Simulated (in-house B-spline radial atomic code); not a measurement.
A fraction x of an electron is removed from 4p in Br4+, starting from [Ar] 3d10 4s2 4p1 and keeping the highest spin. Computed with a radial B-spline atomic code at the basis-set limit: non-relativistic Hartree-Fock with fractional occupations, spin-polarised, spherical fractional occupations, point nucleus.

Caution: exact exchange at fractional occupations of open shells leaves self-interaction of up to several eV.

```json
{"x": "0", "E(x) - E(0) (eV)": "0.0000", "4p up level (eV)": "-50.059"}
{"x": "0.11", "E(x) - E(0) (eV)": "5.5535", "4p up level (eV)": "-50.914"}
{"x": "0.23", "E(x) - E(0) (eV)": "11.7193", "4p up level (eV)": "-51.851"}
{"x": "0.34", "E(x) - E(0) (eV)": "17.4704", "4p up level (eV)": "-52.714"}
{"x": "0.45", "E(x) - E(0) (eV)": "23.3166", "4p up level (eV)": "-53.581"}
{"x": "0.5", "E(x) - E(0) (eV)": "26.0055", "4p up level (eV)": "-53.976"}
{"x": "0.52", "E(x) - E(0) (eV)": "27.0866", "4p up level (eV)": "-54.134"}
{"x": "0.74", "E(x) - E(0) (eV)": "39.1881", "4p up level (eV)": "-55.882"}
{"x": "0.85", "E(x) - E(0) (eV)": "45.3833", "4p up level (eV)": "-56.761"}
{"x": "0.92", "E(x) - E(0) (eV)": "49.3762", "4p up level (eV)": "-57.322"}
{"x": "1", "E(x) - E(0) (eV)": "53.9877", "4p up level (eV)": "-"}
```

The exact functional would give a straight line between the two integer points. Deviations E(x) - E(0) - x[E(1) - E(0)], in eV: -0.385 at x = 0.11, -0.698 at x = 0.23, -0.885 at x = 0.34, -0.978 at x = 0.45, -0.988 at x = 0.5, -0.987 at x = 0.52, -0.763 at x = 0.74, -0.506 at x = 0.85, -0.292 at x = 0.92.

The curve lies below the straight line by up to 0.988 eV (at x = 0.5): with spherically averaged exact exchange in an open shell, this holds the self-interaction named above.

(1) How well does Slater's transition state (minus the level at half occupation) give the ionisation energy?

Answers

(1) It gives 53.976 eV against 53.988 eV from the two total energies; NIST lists 59.59 eV, ground level to ground level. The end point has an open shell averaged over its orbitals, so its exact exchange keeps a self-interaction and this is no true integer point.
